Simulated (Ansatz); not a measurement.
Geometry optimisation, RKS B3LYP-D4/def2-SVP (Ansatz 0.2.0).

input.yaml

```yaml
crystal:
  periodic: [false, false, false]
  atoms:
    - { symbol: "N", position_ang: [0.3347, 0.9188, 0.1946] }
    - { symbol: B, position_ang: [0.1248, -0.5429, 0.025] }
    - { symbol: Br, position_ang: [1.5675, -1.7604, 0.5927] }
    - { symbol: I, position_ang: [-1.6411, -1.3668, -0.8422] }
    - { symbol: H, position_ang: [-0.76927, 0.17772, 0.24916] }
    - { symbol: H, position_ang: [0.1666, 1.3996, -0.7673] }
basis:
  gaussian: { orbitals: def2-SVP }
hamiltonian:
  xc: b3lyp
  dispersion: d4
relax:
  f_tol: 0.02
  max_steps: 50
```

Launched with:

```bash
$ ansatz run input.yaml --threads 2 --pin off --max-ram 3072MiB --backend cpu --events-out ev --progress --plain --runs-dir out
```

Where does it end, and by what steps?

The run converged. After 14 steps the energy has fallen by 4.144 eV; H5 moved furthest, 1.68 Å. Parted: B2–H5, I4–H5. Joined: N1–H5.

```
step  energy less start (eV)  largest force component (eV/Å)  accepted
   0                  0.0000                           5.925       yes
   1                 -1.1702                           3.713       yes
   2                 -2.0792                           1.966       yes
   3                 -2.5588                           1.681       yes
   4                 -2.9064                           0.942       yes
   5                 -3.1407                           0.969       yes
   6                 -3.2843                           1.234       yes
   7                 -3.4332                           2.065       yes
   8                 -3.6646                           1.369       yes
   9                 -3.8935                           1.114       yes
  10                 -4.0668                           0.819       yes
  11                 -4.1427                           0.213       yes
  12                 -4.1440                           0.159       yes
  13                 -4.1444                           0.028       yes
  14                 -4.1445                           0.007       yes
```

```xyz
6
Properties=species:S:1:pos:R:3
N -0.055 0.644 0.047
B 0.016 -0.726 -0.139
Br 1.253 -1.789 0.900
I -1.270 -1.670 -1.603
H 0.528 1.128 0.722
H -0.688 1.239 -0.475
```

Whether the end is a true minimum wasn't checked by a vibrational analysis.

Run time: 49 s on 2 threads of Arm Neoverse V1, with other jobs on the host, peak memory 0.24 GiB.
